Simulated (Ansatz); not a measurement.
C3H10OSi can be A, `CO[SiH](C)C`, or B, `CCCO[SiH3]`.

Gas-phase electronic energies from Ansatz, PBE0-D4/def2-TZVP geometries. CCSD(T)/CBS is the MP2 limit (def2-TZVPP, def2-QZVPP) plus CCSD(T) − MP2 in def2-TZVPP, frozen cores. DFT in def2-TZVPP. B3LYP here is the variant with VWN-RPA as its local correlation; programs differ in this. One conformer a species, not always the lowest.

**Question.** Which isomer does CCSD(T)/CBS put lower? Give the gap. (An estimate is asked.)

**Answer.** Computed: A, by 83.5 kJ/mol.

**Question.** Give E(B) − E(A) in kJ/mol with CCSD/def2-TZVPP, B3LYP, B3LYP-D4, MP2/def2-TZVPP, PBE0-D4, PBE-D4, r2SCAN-D4. (An estimate is asked.)

**Answer.** Ansatz gave: CCSD/def2-TZVPP 79.6, B3LYP 82.2, B3LYP-D4 85.3, MP2/def2-TZVPP 84.3, PBE0-D4 86.5, PBE-D4 87.2, r2SCAN-D4 90.7. None reverses the order clearly.

Largest T1 diagnostic: 0.010.

In def2-TZVPP, CCSD(T) changes the Hartree–Fock value by +9.5 kJ/mol (the triples alone add +1.0 kJ/mol) and MP2 by +13.1 kJ/mol. The D4 term adds +3.1 kJ/mol with B3LYP and +1.8 kJ/mol with PBE0; it sums over pairs of atoms, weighted by their polarisabilities, and B3LYP, whose exchange is more repulsive, gets the larger term.
